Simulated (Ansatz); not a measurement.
Relaxation of the cluster Be2O3 with UKS PBE-D4/def2-TZVP.

```sh
$ ansatz run in.yaml --threads 4 --pin off --events-out ev --progress --plain --max-ram 3916MiB
```

```yaml
crystal:
  periodic: [false, false, false]
  atoms:
    - {symbol: Be, position_ang: [-0.811845, 0.667652, -0.013718]}
    - {symbol: Be, position_ang: [1.050142, 0.045997, -0.011076]}
    - {symbol: O, position_ang: [0.460647, 1.379534, -0.047181]}
    - {symbol: O, position_ang: [-1.076501, -0.803860, 0.034961]}
    - {symbol: O, position_ang: [0.377558, -1.289323, 0.037024]}
basis:
  gaussian: {orbitals: def2-TZVP}
magnetization: {spin_polarized: true, initial_magnetization: 4}
hamiltonian: {xc: pbe, dispersion: d4}
scf: {lower_state_search: "off"}
output: {orbitals: {seedname: orbitals}}
relax: {f_tol: 0.02, max_steps: 100}
```

Run time 9.5 s (4 threads of Arm Neoverse V1 on a shared host).

Positions (Å) and forces (eV/Å) at steps 1, 2, 3, 4, 5, 6, 7, 8, 9 of 9:

```xyz
5
step=1 energy=-6932.8660 eV
Be   -0.812    0.668   -0.014   -2.950    2.346    0.536
Be    1.050    0.046   -0.011    3.757    0.067   -0.619
O     0.461    1.380   -0.047    0.208    0.621   -0.021
O    -1.077   -0.804    0.035   -4.964   -0.056   -0.699
O     0.378   -1.289    0.037    3.950   -2.979    0.804
5
step=2 energy=-6934.2682 eV
Be   -0.876    0.715    0.130   -0.997    0.548    0.490
Be    1.127    0.036   -0.156    1.116   -0.192   -0.502
O     0.454    1.361   -0.047   -0.062   -0.185    0.006
O    -1.136   -0.801   -0.152   -2.488    0.700   -1.029
O     0.431   -1.311    0.224    2.430   -0.871    1.035
5
step=3 energy=-6934.7812 eV
Be   -0.911    0.709    0.278    0.042   -0.357   -0.090
Be    1.148    0.002   -0.303   -0.244   -0.254    0.111
O     0.434    1.299   -0.044   -0.067   -0.198    0.007
O    -1.134   -0.752   -0.346   -1.115    0.804   -0.532
O     0.462   -1.258    0.415    1.385    0.005    0.504
5
step=4 energy=-6934.9690 eV
Be   -0.897    0.660    0.380   -0.018   -0.798   -0.444
Be    1.105   -0.036   -0.401   -0.454   -0.620    0.492
O     0.420    1.258   -0.043   -0.053   -0.157    0.006
O    -1.152   -0.680   -0.509    0.066    0.864    0.304
O     0.523   -1.202    0.574    0.460    0.710   -0.358
5
step=5 energy=-6935.1999 eV
Be   -0.865    0.537    0.486   -0.220   -0.861   -0.189
Be    1.004   -0.120   -0.500   -0.335   -0.807    0.246
O     0.398    1.192   -0.041    0.119    0.358   -0.013
O    -1.082   -0.557   -0.649    0.312    0.634    0.270
O     0.544   -1.053    0.704    0.125    0.676   -0.315
5
step=6 energy=-6935.5590 eV
Be   -0.835    0.393    0.582    0.282   -0.895   -0.057
Be    0.892   -0.224   -0.587   -0.760   -0.541    0.103
O     0.382    1.145   -0.040    0.224    0.670   -0.022
O    -1.001   -0.423   -0.773    0.807    0.168    0.380
O     0.562   -0.890    0.818   -0.554    0.598   -0.404
5
step=7 energy=-6935.9101 eV
Be   -0.766    0.266    0.664    0.245    0.050   -0.159
Be    0.758   -0.289   -0.664   -0.159    0.196    0.152
O     0.395    1.183   -0.040    0.018    0.061   -0.004
O    -0.857   -0.388   -0.818   -0.085   -0.144   -0.060
O     0.470   -0.773    0.858   -0.020   -0.164    0.071
5
step=8 energy=-6935.9185 eV
Be   -0.749    0.273    0.654   -0.039    0.014    0.036
Be    0.749   -0.273   -0.654    0.040   -0.014   -0.037
O     0.397    1.188   -0.041    0.030    0.090   -0.003
O    -0.861   -0.402   -0.818   -0.064   -0.031   -0.062
O     0.464   -0.786    0.859    0.033   -0.059    0.065
5
step=9 energy=-6935.9191 eV
Be   -0.750    0.273    0.655    0.004   -0.002   -0.003
Be    0.750   -0.273   -0.655   -0.005    0.001    0.003
O     0.398    1.191   -0.041   -0.001   -0.002    0.000
O    -0.863   -0.403   -0.820    0.002    0.001    0.000
O     0.465   -0.789    0.861   -0.001    0.002   -0.001
```

The structure holds 1 bond(s) between oxygen atoms. The relaxation made no stability test and no search for a lower SCF solution. At PBE-D4/def2-TZVP a singlet of charge 0 lies 3.94 eV below the quintet, each at its own geometry. The structure comes from a short search, and lower isomers may exist.
